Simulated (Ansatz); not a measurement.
Start from `[AlH]1[SiH2][S]1` and change one atom or group to get `Cl[SiH]1[AlH][S]1`.

Ansatz, PBE0-D4/def2-TZVP geometries, multiplicity 1. 

```tsv
property	`[AlH]1[SiH2][S]1`
LUMO energy (B3LYP/def2-TZVPP) / eV	-1.95
HOMO–LUMO gap (PBE/def2-TZVPP) / eV	3.15
HOMO energy (B3LYP/def2-TZVPP) / eV	-6.45
size of the dipole moment (PBE/def2-TZVPP) / D	1.72
HOMO–LUMO gap (ωB97M-V/def2-TZVPP) / eV	8.46
LUMO energy (PBE/def2-TZVPP) / eV	-2.54
```

(1) What does the change do to each property? (Best estimate.)

Results:

(1) The calculation gave: 
```
                                      property  `Cl[SiH]1[AlH][S]1`  shift
           LUMO energy (B3LYP/def2-TZVPP) / eV                -2.19  -0.24
           HOMO–LUMO gap (PBE/def2-TZVPP) / eV                 3.01  -0.14
           HOMO energy (B3LYP/def2-TZVPP) / eV                -6.59  -0.14
size of the dipole moment (PBE/def2-TZVPP) / D                 2.27   0.55
       HOMO–LUMO gap (ωB97M-V/def2-TZVPP) / eV                 8.36  -0.10
             LUMO energy (PBE/def2-TZVPP) / eV                -2.77  -0.23
```

With PBE0 the HOMO falls by 0.13 eV and the LUMO falls by 0.25 eV, so the gap narrows by about 0.12 eV. PBE moves the HOMO by -0.11 eV and ωB97M-V by -0.13 eV. Dipoles are sizes alone; their direction can turn.

B3LYP here is the variant with VWN-RPA as its local correlation; programs differ in this.
